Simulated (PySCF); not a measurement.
Species: C2H7NOSi.
Cartesian coordinates in Å at the PBE0-D3(BJ)/def2-SVP level; atoms count from 1:
```xyz
12
C2H7NOSi angstrom
C      1.8029    0.5804   -0.0518
C      1.4623   -0.6002    0.4756
O      0.2538   -1.1865    0.4559
Si    -1.1290   -0.6925   -0.3857
N     -1.8581    0.7709    0.1296
H      2.8327    0.9287    0.0355
H      1.0927    1.2242   -0.5763
H      2.2040   -1.2132    1.0016
H     -0.7507   -0.5253   -1.8168
H     -2.0652   -1.8142   -0.1318
H     -1.4981    1.6689   -0.1709
H     -2.3083    0.8395    1.0349
```

Level of theory: PBE0-D3(BJ)/def2-SVP geometry optimisation, gas phase in PySCF 2.14.0.

Masses are those of the commonest isotopes; rigid-rotor values at the optimised geometry. The values belong to one conformer with, in the numbering `[CH2:1]=[CH:2][O:3][SiH2:4][NH2:5]`, C1–C2–O3–Si4 8°, C2–O3–Si4–N5 -68°, O3–Si4–N5–H 81° and -68°.

(1) Give the principal moments of inertia and the rotational constants in MHz.

(2) What kind of rotor is it?

(3) What does the inertial defect say?

(4) List the rotational levels J(Ka,Kc) to J = 3 (MHz).

(5) Predict some low-J microwave lines.

(6) Estimate the classical rotational partition function at 100 K, 200 K and 298.15 K.

## Answers

(1) Ia = 69.22, Ib = 190.14, Ic = 232.02 u·Å²; 505379 MHz·u·Å²/I gives A = 7301, B = 2658, C = 2178 MHz.

(2) An asymmetric top; Ray's κ = -0.813.

(3) Not planar: Δ = Ic − Ia − Ib = -27.34 u·Å². For a rigid frame Δ = −2 Σ m c², so Σ m c² = 13.67 u·Å² lies off the ab plane: 5.85 from hydrogen and 7.82 from heavier atoms. The atom farthest from that plane is 1.77 Å away.

(4) Above 0(0,0):
J = 1: 1(0,1) 4836, 1(1,1) 9480, 1(1,0) 9959
J = 2: 2(0,2) 14473, 2(1,2) 18672, 2(1,1) 20111, 2(2,1) 34042, 2(2,0) 34077
J = 3: 3(0,3) 28841, 3(1,3) 32439, 3(1,2) 35316, 3(2,2) 48550, 3(2,1) 48725, 3(3,1) 72988, 3(3,0) 72990

(5) The dipole components are |μa| = 0.47 D, |μb| = 1.40 D, |μc| = 0.61 D. The squared components, which scale the intensities, stand as 0.11 : 1.00 : 0.19 (a : b : c). Some lines, for components of 0.1 D or more:

```csv
type,branch,"J(Ka,Kc)",MHz,lower level (cm⁻¹)
c,Q,"3(1,3) ← 3(0,3)",3598,0.962
a,R,"1(0,1) ← 0(0,0)",4836,0.000
a,R,"2(1,2) ← 1(1,1)",9192,0.316
c,Q,"4(2,3) ← 4(1,3)",12323,1.853
b,Q,"4(2,2) ← 4(1,3)",12840,1.853
b,Q,"3(2,1) ← 3(1,2)",13409,1.178
a,R,"3(1,3) ← 2(1,2)",13767,0.623
c,Q,"2(2,1) ← 2(1,1)",13931,0.671
a,R,"3(0,3) ← 2(0,2)",14368,0.483
b,R,"4(0,4) ← 3(1,3)",15404,1.082
a,R,"4(1,3) ← 3(1,2)",20228,1.178
c,R,"3(1,2) ← 2(0,2)",20843,0.483
b,Q,"3(3,0) ← 3(2,1)",24265,1.625
c,R,"4(1,3) ← 3(0,3)",26703,0.962
b,R,"3(2,2) ← 2(1,1)",28439,0.671
c,R,"3(2,1) ← 2(1,1)",28614,0.671
c,R,"3(2,2) ← 2(1,2)",29878,0.623
b,R,"3(3,1) ← 2(2,0)",38911,1.137
c,R,"4(3,1) ← 3(2,1)",43685,1.625
b,R,"4(3,1) ← 3(2,2)",43860,1.619
b,R,"4(4,1) ← 3(3,0)",53533,2.435
c,R,"4(4,1) ← 3(3,1)",53534,2.435
b,R,"4(4,0) ← 3(3,1)",53534,2.435
```

(6) Point group C1, symmetry number σ = 1; q = (√π/σ)·√((kT/h)³/(ABC)), k/h = 20836.6 MHz/K: 25900 at 100 K, 73300 at 200 K, 133000 at 298.15 K.

No frequency check. Zero-point vibration and centrifugal distortion are left out. A rigid rotor knows nothing of inversion at nitrogen, which can split or shift real lines. Quadrupole hyperfine structure (14N) is left out.
